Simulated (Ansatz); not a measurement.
C2H10AlNSi can be A, `C[SiH](C)[NH][AlH2]`, or B, `C[SiH](N)[CH2][AlH2]`.

Gas-phase electronic energies from Ansatz, PBE0-D4/def2-TZVP geometries. CCSD(T)/CBS is the MP2 limit (def2-TZVPP, def2-QZVPP) plus CCSD(T) − MP2 in def2-TZVPP, frozen cores. DFT in def2-TZVPP. B3LYP here is the variant with VWN-RPA as its local correlation; programs differ in this. One conformer a species, not always the lowest.

Question: Which isomer does CCSD(T)/CBS put lower? Give the gap. (Best estimate.)

Answer: Ansatz gave: A, by 23.7 kcal/mol.

Question: Give E(B) − E(A) in kcal/mol with ωB97M-V, HF/def2-TZVPP, r2SCAN-D4, PBE-D4, CCSD(T)/def2-TZVPP, PBE0-D4, B3LYP. (Best estimate.)

Answer: Ansatz gave: ωB97M-V 23.2, HF/def2-TZVPP 25.8, r2SCAN-D4 23.6, PBE-D4 22.1, CCSD(T)/def2-TZVPP 24.3, PBE0-D4 22.2, B3LYP 24.8. None reverses the order clearly.

Largest T1 diagnostic: 0.011.

In def2-TZVPP, CCSD(T) changes the Hartree–Fock value by −1.6 kcal/mol (the triples alone add −0.2 kcal/mol) and MP2 by −1.4 kcal/mol.
